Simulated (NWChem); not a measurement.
Everything below was run with NWChem. System: diantimony (Sb₂), charge 0, spin multiplicity 1, at a geometry optimised with PBE/def2-SVP with def2 effective core potentials on Sb. Level: CR-EOMCCSD(T)/def2-SVPD with def2 effective core potentials on Sb, 8 core orbitals frozen.

Job file:

```
start mol
memory heap 100 mb stack 700 mb global 1900 mb
geometry units angstroms nocenter noautoz
  Sb     0.000000     0.000000     1.258040
  Sb     0.000000     0.000000    -1.258040
  symmetry group D2h
end
basis spherical
  * library def2-svpd
end
ecp
  Sb library def2-ecp
end
scf
  rhf
  nopen 0
  maxiter 100
  thresh 1e-7
  semidirect memsize 60000000 filesize 0
end
tce
  freeze core 8
  creomsd(t)
  nroots 1
  2eorb
  2emet 13
  thresh 1e-5
  maxiter 200
  tilesize 24
end
task tce energy
```

NWChem printed:

```
             Northwest Computational Chemistry Package (NWChem) 7.3.0
             --------------------------------------------------------

                                NWChem Input Module
                                -------------------

 Scaling coordinates for geometry "geometry" by  1.889725989
 (inverse scale =  0.529177249)

 Turning off AUTOSYM since
 SYMMETRY directive was detected!

                             Geometry "geometry" -> ""
                             -------------------------

 Output coordinates in angstroms (scale by  1.889725989 to convert to a.u.)

  No.       Tag          Charge          X              Y              Z
 ---- ---------------- ---------- -------------- -------------- --------------
    1 Sb                  51.0000     0.00000000     0.00000000     1.25804000
    2 Sb                  51.0000     0.00000000     0.00000000    -1.25804000

 Effective nuclear repulsion energy (a.u.)     547.0374648851

            Nuclear Dipole moment (a.u.)
            ----------------------------
        X                 Y               Z
 ---------------- ---------------- ----------------
     0.0000000000     0.0000000000     0.0000000000

      Symmetry information
      --------------------

 Group name             D2h
 Group number             26
 Group order               8
 No. of unique centers     1

      Symmetry unique atoms

     1


 Summary of "ao basis" -> "" (spherical)
 ------------------------------------------------------------------------------
       Tag                 Description            Shells   Functions and Types
 ---------------- ------------------------------  ------  ---------------------
 *                         def2-svpd                  on all atoms

 Summary of "ao basis" -> "ao basis" (spherical)
 ------------------------------------------------------------------------------
       Tag                 Description            Shells   Functions and Types
 ---------------- ------------------------------  ------  ---------------------
 Sb                        def2-svpd                12       32   5s4p3d

                                 NWChem SCF Module
                                 -----------------

  ao basis        = "ao basis"
  functions       =    64
  atoms           =     2
  closed shells   =    23
  open shells     =     0
  charge          =   0.00
  wavefunction    = RHF
  use symmetry    = T
  symmetry adapt  = T

 Summary of "ao basis" -> "ao basis" (spherical)
 ------------------------------------------------------------------------------
       Tag                 Description            Shells   Functions and Types
 ---------------- ------------------------------  ------  ---------------------
 Sb                        def2-svpd                12       32   5s4p3d

      Symmetry analysis of basis
      --------------------------

        ag         15
        au          3
        b1g         3
        b1u        15
        b2g         7
        b2u         7
        b3g         7
        b3u         7

 Forming initial guess at       0.0s

      Superposition of Atomic Density Guess
      -------------------------------------

 Sum of atomic energies:        -555.21696975

      Non-variational initial energy
      ------------------------------

 Total energy =    -478.488009
 1-e energy   =   -1061.126844
 2-e energy   =     471.380543
 HOMO         =      -0.235505
 LUMO         =      -0.081464

      Symmetry analysis of molecular orbitals - initial
      -------------------------------------------------

 !! scf_movecs_sym_adapt:   40 vectors were symmetry contaminated

  Symmetry fudging

 !! scf_movecs_sym_adapt:   32 vectors were symmetry contaminated

  Numbering of irreducible representations:

     1 ag          2 au          3 b1g         4 b1u         5 b2g
     6 b2u         7 b3g         8 b3u

  Orbital symmetries:

     1 ag          2 b1u         3 ag          4 b1u         5 b3u
     6 b2u         7 b2g         8 b3g         9 ag         10 b3u
    11 b2u        12 ag         13 b1g        14 b1u        15 au
    16 b2g        17 b3g        18 b1u        19 ag         20 b1u
    21 ag         22 b2u        23 b3u        24 b3g        25 b2g
    26 b1u        27 ag         28 b1g        29 ag         30 b1u
    31 ag         32 b3u        33 b2u

 Starting SCF solution at       0.2s

 ----------------------------------------------
         Quadratically convergent ROHF

 Convergence threshold     :          1.000E-07
 Maximum no. of iterations :          100
 Final Fock-matrix accuracy:          1.000E-09
 ----------------------------------------------

              iter       energy          gnorm     gmax       time
             ----- ------------------- --------- --------- --------
                 1     -478.5225528955  1.75D-01  5.32D-02      0.3
                 2     -478.5285712091  9.68D-03  2.05D-03      0.3
                 3     -478.5285801816  1.69D-05  6.58D-06      0.3
                 4     -478.5285801817  8.29D-09  2.81D-09      0.3

       Final RHF  results
       ------------------

         Total SCF energy =   -478.528580181652
      One-electron energy =  -1061.220174503253
      Two-electron energy =    471.433301770950
 Nuclear repulsion energy =    111.258292550650

        Time for solution =      0.1s

       Symmetry analysis of molecular orbitals - final
       -----------------------------------------------

  Numbering of irreducible representations:

     1 ag          2 au          3 b1g         4 b1u         5 b2g
     6 b2u         7 b3g         8 b3u
[...]
  maxdiff =   0.38195645659398791

 No. of initial right vectors    1

 EOM-CCSD right-hand side iterations
 --------------------------------------------------------------
      Residuum       Omega / hartree  Omega / eV    Cpu    Wall
 --------------------------------------------------------------

 Iteration   1 using    1 trial vectors
   0.2773715508702   0.2819541463462    7.67237     4.2     4.2

 Iteration   2 using    2 trial vectors
   0.0671162214698   0.2355818185382    6.41051     2.8     2.8

 Iteration   3 using    3 trial vectors
   0.0283376566031   0.2329886015279    6.33995     2.8     2.8

 Iteration   4 using    4 trial vectors
   0.0150311614745   0.2322923357496    6.32100     2.8     2.8

 Iteration   5 using    5 trial vectors
   0.0095293974937   0.2320284739949    6.31382     2.9     2.9

 Iteration   6 using    6 trial vectors
   0.0059138765406   0.2319426028611    6.31148     2.7     2.7

 Iteration   7 using    7 trial vectors
   0.0044834391406   0.2319101850837    6.31060     2.8     2.8

 Iteration   8 using    8 trial vectors
   0.0043680827734   0.2318776727238    6.30972     2.8     2.8

 Iteration   9 using    9 trial vectors
   0.0048570878330   0.2318480856016    6.30891     2.7     2.7

 Iteration  10 using   10 trial vectors
   0.0056056571822   0.2318465302956    6.30887     2.7     2.7

 Iteration  11 using   11 trial vectors
   0.0043079211630   0.2318658932750    6.30939     2.7     2.7

 Iteration  12 using   12 trial vectors
   0.0028909068711   0.2318660511056    6.30940     2.7     2.7

 Iteration  13 using   13 trial vectors
   0.0018941137973   0.2318482395564    6.30891     2.8     2.8

 Iteration  14 using   14 trial vectors
   0.0011515810193   0.2318343073951    6.30854     2.8     2.8

 Iteration  15 using   15 trial vectors
   0.0006151601641   0.2318332658774    6.30851     3.0     3.0

 Iteration  16 using   16 trial vectors
   0.0002660086226   0.2318363501989    6.30859     3.1     3.1

 Iteration  17 using   17 trial vectors
   0.0001326853326   0.2318373832036    6.30862     3.0     3.0

 Iteration  18 using   18 trial vectors
   0.0000712579793   0.2318373635808    6.30862     3.1     3.1

 Iteration  19 using   19 trial vectors
   0.0000338732038   0.2318372952781    6.30862     3.0     3.0

 Iteration  20 using   20 trial vectors
   0.0000189506198   0.2318371973194    6.30861     2.9     2.9

 Iteration  21 using   21 trial vectors
   0.0000116926534   0.2318371556040    6.30861     3.1     3.1

 Iteration  22 using   22 trial vectors
   0.0000069600166   0.2318371590895    6.30861     2.9     2.9
 --------------------------------------------------------------
 Iterations converged
 ------------------

 Excited state root  1
 Excitation energy / hartree =        0.231837159089518
                   / eV      =        6.308612766683603
 largest EOMCCSD amplitudes: R1 and R2

 Singles contributions
    27ag  (alpha) ---    23b2u (alpha)        0.9253673850
    31ag  (alpha) ---    23b2u (alpha)       -0.1012549192
    25b3g (alpha) ---    20b1u (alpha)        0.1107531940

 Doubles contributions
======= CR-EOMCCSD(T) calculation ======
corresponding R0 value =     0.000000

CR-EOMCCSD(T) Intermediates cpu wall time             7.5            7.5
 creom_N i2_1 nr of boxes                  1312
 creom_N i2_2 nr of boxes                  1312
 creom_N i2_3 nr of boxes                  1312
 creom_N i2_4 nr of boxes                  1312

CR-EOMCCSD(T) triples loop cpu wall             3.0            3.0

 CR-EOMCCSD(T)  total energy / hartree       =      -478.552100785642040
 CR-EOMCCSD(T)  excitation energy (eV)       =      6.13048

 =========================================
 Excited-state calculation ( b3g symmetry)
 =========================================
 Dim. of EOMCC iter. space      500

 EOMCCSD SOLVER TYPE  1
  maxdiff =   0.32336520822797343

 No. of initial right vectors    1

 EOM-CCSD right-hand side iterations
 --------------------------------------------------------------
      Residuum       Omega / hartree  Omega / eV    Cpu    Wall
 --------------------------------------------------------------

 Iteration   1 using    1 trial vectors
   0.3677014851279   0.1952388365854    5.31272     4.1     4.1

 Iteration   2 using    2 trial vectors
   0.0799729614693   0.1257443197355    3.42168     2.7     2.7

 Iteration   3 using    3 trial vectors
   0.0261626192203   0.1235751507412    3.36265     2.9     2.9

 Iteration   4 using    4 trial vectors
   0.0104247559131   0.1230593662156    3.34862     2.9     2.9

 Iteration   5 using    5 trial vectors
   0.0041863210170   0.1229459899823    3.34553     2.7     2.7

 Iteration   6 using    6 trial vectors
   0.0017642717035   0.1229325574827    3.34517     2.7     2.7

 Iteration   7 using    7 trial vectors
   0.0007932695360   0.1229280820662    3.34504     2.7     2.7

 Iteration   8 using    8 trial vectors
   0.0003988737905   0.1229352965212    3.34524     2.8     2.8

 Iteration   9 using    9 trial vectors
   0.0002229703785   0.1229348710549    3.34523     2.8     2.8

 Iteration  10 using   10 trial vectors
   0.0001043812687   0.1229341395597    3.34521     2.8     2.8

 Iteration  11 using   11 trial vectors
   0.0000366904839   0.1229338142613    3.34520     2.9     2.9

 Iteration  12 using   12 trial vectors
   0.0000118756272   0.1229336069989    3.34520     2.8     2.8

 Iteration  13 using   13 trial vectors
   0.0000030764726   0.1229336550661    3.34520     2.7     2.7
 --------------------------------------------------------------
 Iterations converged
 ------------------

 Excited state root  1
 Excitation energy / hartree =        0.122933655066092
                   / eV      =        3.345196382024189
 largest EOMCCSD amplitudes: R1 and R2

 Singles contributions
    25b3g (alpha) ---    21ag  (alpha)       -0.9352005806

 Doubles contributions
======= CR-EOMCCSD(T) calculation ======
corresponding R0 value =     0.000000

CR-EOMCCSD(T) Intermediates cpu wall time             7.5            7.5
 creom_N i2_1 nr of boxes                  1312
 creom_N i2_2 nr of boxes                  1312
 creom_N i2_3 nr of boxes                  1312
 creom_N i2_4 nr of boxes                  1312

CR-EOMCCSD(T) triples loop cpu wall             2.9            2.9

 CR-EOMCCSD(T)  total energy / hartree       =      -478.662099650164691
 CR-EOMCCSD(T)  excitation energy (eV)       =      3.13725

 =========================================
 Excited-state calculation ( b3u symmetry)
 =========================================
 Dim. of EOMCC iter. space      500

 EOMCCSD SOLVER TYPE  1
  maxdiff =   0.38195645659398908

 No. of initial right vectors    1

 EOM-CCSD right-hand side iterations
 --------------------------------------------------------------
      Residuum       Omega / hartree  Omega / eV    Cpu    Wall
 --------------------------------------------------------------

 Iteration   1 using    1 trial vectors
   0.2773715508702   0.2819541463462    7.67237     4.4     4.4

 Iteration   2 using    2 trial vectors
   0.0671162214698   0.2355818185382    6.41051     2.8     2.8

 Iteration   3 using    3 trial vectors
   0.0283376566031   0.2329886015279    6.33995     2.8     2.8

 Iteration   4 using    4 trial vectors
   0.0150311614745   0.2322923357496    6.32100     3.0     3.0

 Iteration   5 using    5 trial vectors
   0.0095293974937   0.2320284739949    6.31382     2.8     2.8

 Iteration   6 using    6 trial vectors
   0.0059138765406   0.2319426028611    6.31148     2.7     2.7

 Iteration   7 using    7 trial vectors
   0.0044834391406   0.2319101850837    6.31060     2.7     2.7

 Iteration   8 using    8 trial vectors
   0.0043680827734   0.2318776727238    6.30972     2.7     2.7

 Iteration   9 using    9 trial vectors
   0.0048570878330   0.2318480856016    6.30891     2.8     2.8

 Iteration  10 using   10 trial vectors
   0.0056056571822   0.2318465302956    6.30887     2.7     2.7

 Iteration  11 using   11 trial vectors
   0.0043079211630   0.2318658932750    6.30939     2.7     2.7

 Iteration  12 using   12 trial vectors
   0.0028909068711   0.2318660511056    6.30940     3.0     3.0

 Iteration  13 using   13 trial vectors
   0.0018941137973   0.2318482395564    6.30891     2.8     2.8

 Iteration  14 using   14 trial vectors
   0.0011515810193   0.2318343073951    6.30854     2.8     2.8

 Iteration  15 using   15 trial vectors
   0.0006151601641   0.2318332658774    6.30851     2.8     2.8

 Iteration  16 using   16 trial vectors
   0.0002660086226   0.2318363501989    6.30859     2.7     2.7

 Iteration  17 using   17 trial vectors
   0.0001326853326   0.2318373832036    6.30862     2.7     2.7

 Iteration  18 using   18 trial vectors
   0.0000712579793   0.2318373635808    6.30862     2.8     2.8

 Iteration  19 using   19 trial vectors
   0.0000338732038   0.2318372952781    6.30862     2.9     2.9

 Iteration  20 using   20 trial vectors
   0.0000189506198   0.2318371973194    6.30861     3.0     3.0

 Iteration  21 using   21 trial vectors
   0.0000116926534   0.2318371556040    6.30861     2.8     2.8

 Iteration  22 using   22 trial vectors
   0.0000069600166   0.2318371590895    6.30861     2.9     2.9
 --------------------------------------------------------------
 Iterations converged
 ------------------

 Excited state root  1
 Excitation energy / hartree =        0.231837159089518
                   / eV      =        6.308612766683589
 largest EOMCCSD amplitudes: R1 and R2

 Singles contributions
    27ag  (alpha) ---    22b3u (alpha)        0.9253673850
    31ag  (alpha) ---    22b3u (alpha)       -0.1012549192
    24b2g (alpha) ---    20b1u (alpha)        0.1107531940

 Doubles contributions
======= CR-EOMCCSD(T) calculation ======
corresponding R0 value =     0.000000

CR-EOMCCSD(T) Intermediates cpu wall time             7.4            7.4
 creom_N i2_1 nr of boxes                  1312
 creom_N i2_2 nr of boxes                  1312
 creom_N i2_3 nr of boxes                  1312
 creom_N i2_4 nr of boxes                  1312

CR-EOMCCSD(T) triples loop cpu wall             3.0            3.0

 CR-EOMCCSD(T)  total energy / hartree       =      -478.552100785642040
 CR-EOMCCSD(T)  excitation energy (eV)       =      6.13048

 Task  times  cpu:      521.9s     wall:      521.9s

 Total times  cpu:      521.9s     wall:      521.9s
```
